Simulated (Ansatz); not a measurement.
Ansatz (a quantum-chemistry and plane-wave program) input:

Ansatz 0.2 input:
```yaml
crystal:
  periodic: [false, false, false]
  atoms:
    - {symbol: O, position_ang: [1.64545963, -1.13987319, 0.40643388]}
    - {symbol: B, position_ang: [0.32457953, -0.90265757, 0.27708198]}
    - {symbol: O, position_ang: [-0.55435625, -1.89449166, 0.52500217]}
    - {symbol: Br, position_ang: [-0.31662622, 0.88053936, -0.27029252]}
    - {symbol: H, position_ang: [2.20623506, -0.38375668, 0.21243400]}
    - {symbol: H, position_ang: [-1.47604205, -1.64691435, 0.41090575]}
basis:
  gaussian:
    orbitals: def2-TZVPD
hamiltonian:
  xc: {name: LC-wPBE}
output: {forces: true}
```

**Question.** What final total energy does it print?

**Answer.** -2750.42213 Eh (LC-wPBE/def2-TZVPD). The basis has 192 functions.
